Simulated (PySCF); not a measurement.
CH₇O₂Si₃ (doublet state).
Z-matrix (Å and degrees, GFN2-xTB geometry), rows numbered from 1:
```
O 
C   1  1.1773
Si  2  1.8938  1  137.24
Si  3  2.3172  2  124.84  1   -21.67
O   3  1.6252  2  102.74  1  -140.09
Si  5  1.6169  3  167.25  2   -93.57
H   3  1.4722  2   97.81  1   110.38
H   4  1.4683  3  112.68  2   -71.61
H   4  1.4699  3  114.38  2   166.69
H   4  1.4681  3  109.17  2    47.30
H   6  1.4618  5  104.53  3  -145.10
H   6  1.4597  5  107.21  3    94.73
H   6  1.4617  5  107.62  3   -26.15
```

The hyperfine couplings belong to this conformer and change with its torsions.

As a line formula: `O=[C][Si@H]([SiH3])O[SiH3]` [radical].

Method used: UKS B3LYP, pcH-1 on C H O Si, non-relativistic, mean-field spin-orbit, GIAO (PySCF). The structure is a single GFN2-xTB conformer in the gas phase; no vibrational or solvent corrections. GFN2-xTB frequencies show an imaginary mode (24i cm⁻¹), so this geometry is no minimum at that level. Couplings are sensitive to structure, and on GFN2-xTB geometries they can be far from those on DFT ones. The SCF solution wasn't tested for stability.

(1) Where do the isotropic ENDOR lines of H8/H9/H10 and H7 fall at 335.1 mT, to first order?

(2) Which pairs are centred on the nuclear Larmor frequency, and which on half the coupling?

## Answers

(1) ν± = |νn ± a/2|, one line for each electron-spin manifold; νn = |g_N| × 7.62259 MHz/T × B.

```
   nuclei  isotope     g_N  νn (MHz)  a_iso (MHz)  lower line (MHz)  upper line (MHz)
H8/H9/H10       1H  5.5857     14.27         8.41             10.06             18.47
       H7       1H  5.5857     14.27        -6.27             11.13             17.40
```

(2) Centred on νn, since |a| < 2νn: H8/H9/H10 and H7. No pair has |a| > 2νn.

Means are taken over nuclei equivalent by connectivity, which assumes that they swap fast. The three 1H nuclei of mean +8.4 MHz run from -4.9 to 31.1 MHz in the frozen geometry.
